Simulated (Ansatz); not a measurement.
`B[SiH2]C[SiH3]` + H–F → `F[SiH2]C[SiH3]` + BH₃  (cleavage of the Si–B bond)

Program: Ansatz. Geometries: PBE0-D4/def2-TZVP. ΔE: electronic, gas phase. CBS: MP2 limit from def2 TZ/QZ plus the TZ coupled-cluster correction, frozen cores. This one scheme is used for every species. DFT in def2-TZVPP. B3LYP here is the variant with VWN-RPA as its local correlation; programs differ in this. One conformer a species, not always the lowest.

**Question.** Is it downhill or uphill in electronic energy at CCSD(T)/CBS, and by how much? (Estimate.)

**Answer.** The calculation gave: Downhill: ΔE = -154.2 kJ/mol.

**Question.** What do these levels give: B3LYP-D4, ωB97X-V, ωB97M-V, PBE0, B3LYP, HF/def2-TZVPP, MP2/def2-TZVPP, SCS-MP2/def2-TZVPP, HF/def2-QZVPP, SCS-MP2/def2-QZVPP, HF/CBS(def2), CCSD/CBS(def2)? (Estimate.)

**Answer.** Ansatz gave: B3LYP-D4 -159.0, ωB97X-V -158.2, ωB97M-V -161.2, PBE0 -143.4, B3LYP -163.7, HF/def2-TZVPP -186.3, MP2/def2-TZVPP -161.4, SCS-MP2/def2-TZVPP -167.2, HF/def2-QZVPP -188.5, SCS-MP2/def2-QZVPP -167.6, HF/CBS(def2) -188.8, CCSD/CBS(def2) -157.9 kJ/mol.

Largest T1 diagnostic among the species: 0.011.

The D4 term adds +4.6 kJ/mol with B3LYP and +2.7 kJ/mol with PBE0; it sums over pairs of atoms, weighted by their polarisabilities, and B3LYP, whose exchange is more repulsive, gets the larger term. From PBE to PBE0 (25 % exact exchange), in def2-TZVPP and without D4, ΔE moves by −6.0 kJ/mol. In def2-TZVPP, CCSD(T) changes the Hartree–Fock value by +31.9 kJ/mol (the triples alone add +3.7 kJ/mol) and MP2 by +24.9 kJ/mol.
